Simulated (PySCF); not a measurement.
Job file and geometry (Å, from GFN2-xTB) of an NMR shielding run on `InChI=1S/C4H10B2ClP/c5-8-6(7)4-2-1-3-4/h4,8H,1-3,5H2`, GIAO PBE0/pcSseg-1 NMR shielding, non-relativistic, gas phase in PySCF 2.14.0, density-fitted response routines; density fitting, a coarse starting grid and PySCF grid level 2 are the driver's defaults:

```
$ OMP_NUM_THREADS=1 python probes_run.py task.json out

{"job": {"kind": "nmr", "xc": "PBE0", "basis": "pcSseg-1"}, "charge": 0, "multiplicity": 1}
B      3.776636     0.587806     0.187120
P      2.476586    -0.610195    -0.185377
B      0.755827    -0.261504     0.382059
Cl     0.566225     0.413088     1.952353
C     -0.503482    -0.564385    -0.525298
C     -1.896989    -0.776504     0.113211
C     -2.508706     0.199051    -0.899369
C     -1.098437     0.656741    -1.288126
H      3.763550     1.122634     1.226756
H      4.649312     0.752175    -0.571238
H      2.407603    -0.911845    -1.525101
H     -0.293611    -1.362752    -1.242993
H     -2.273694    -1.796640     0.088132
H     -1.943174    -0.405342     1.134729
H     -3.023359    -0.307427    -1.713333
H     -3.162796     0.966248    -0.491441
H     -0.825728     1.606262    -0.831473
H     -0.874522     0.698909    -2.351784
```

Q: What does the program print?

A: 
```
coarse grid: 15968 points
cycle   1  E = -1009.0103936031  dE =  9.316e-01  |g| = 3.625e-01  |ddm| = 3.828e+00
cycle   2  E = -1009.0018473614  dE =  8.546e-03  |g| = 4.244e-01  |ddm| = 7.794e-01
cycle   3  E = -1009.0495589381  dE = -4.771e-02  |g| = 5.156e-02  |ddm| = 4.357e-01
cycle   4  E = -1009.0501821352  dE = -6.232e-04  |g| = 1.672e-02  |ddm| = 8.014e-02
cycle   5  E = -1009.0502503404  dE = -6.821e-05  |g| = 5.808e-03  |ddm| = 2.696e-02
cycle   6  E = -1009.0502585544  dE = -8.214e-06  |g| = 2.176e-03  |ddm| = 8.210e-03
final grid: 144640 points
cycle   7  E = -1009.0953504767  dE = -4.735e-05  |g| = 1.031e-02  |ddm| = 3.476e-02
cycle   8  E = -1009.0953280496  dE =  2.243e-05  |g| = 1.380e-02  |ddm| = 2.402e-02
cycle   9  E = -1009.0953788460  dE = -5.080e-05  |g| = 1.005e-03  |ddm| = 1.450e-02
cycle  10  E = -1009.0953790583  dE = -2.123e-07  |g| = 3.502e-04  |ddm| = 1.378e-03
cycle  11  E = -1009.0953790974  dE = -3.915e-08  |g| = 7.897e-05  |ddm| = 5.053e-04
cycle  12  E = -1009.0953790992  dE = -1.764e-09  |g| = 2.422e-05  |ddm| = 1.170e-04
cycle  13  E = -1009.0953790993  dE = -1.628e-10  |g| = 4.846e-06  |ddm| = 3.080e-05
converged SCF energy = -1009.0953790993

GIAO shielding tensors (ppm)
atom      isotropic    diamagn.    paramagn.     s11        s22        s33       span
  0 B       30.333     195.773    -165.440    -55.071     -0.093    146.163    201.234
  1 P      356.094     971.616    -615.522    157.771    425.629    484.882    327.111
  2 B       31.066     191.051    -159.985    -24.285     16.177    101.305    125.589
  3 Cl     722.082    1150.223    -428.140    419.121    650.563   1096.564    677.444
  4 C      152.934     250.159     -97.225    126.790    160.457    171.556     44.766
  5 C      163.079     248.455     -85.376    148.090    162.714    178.433     30.342
  6 C      167.044     252.921     -85.877    154.924    166.722    179.486     24.562
  7 C      160.142     248.572     -88.430    141.045    158.852    180.530     39.485
  8 H       23.886      29.473      -5.586     15.925     26.370     29.363     13.438
  9 H       23.950      28.414      -4.464     16.918     26.773     28.157     11.239
 10 H       27.111      32.696      -5.585     22.509     27.251     31.574      9.065
 11 H       28.834      33.468      -4.634     25.215     28.983     32.304      7.089
 12 H       29.815      30.238      -0.423     26.219     26.670     36.557     10.338
 13 H       28.957      31.295      -2.338     25.056     29.714     32.101      7.044
 14 H       29.492      30.176      -0.684     26.449     26.965     35.062      8.614
 15 H       29.821      29.717       0.104     25.820     26.988     36.654     10.835
 16 H       29.818      31.662      -1.844     26.868     29.421     33.166      6.297
 17 H       29.628      31.022      -1.394     25.784     27.340     35.760      9.976
```

Size and cost of the density-fitted run: 200 basis functions, 67 s wall time on 1 thread of an Arm Neoverse N1, shared host; peak memory 0.82 GiB.
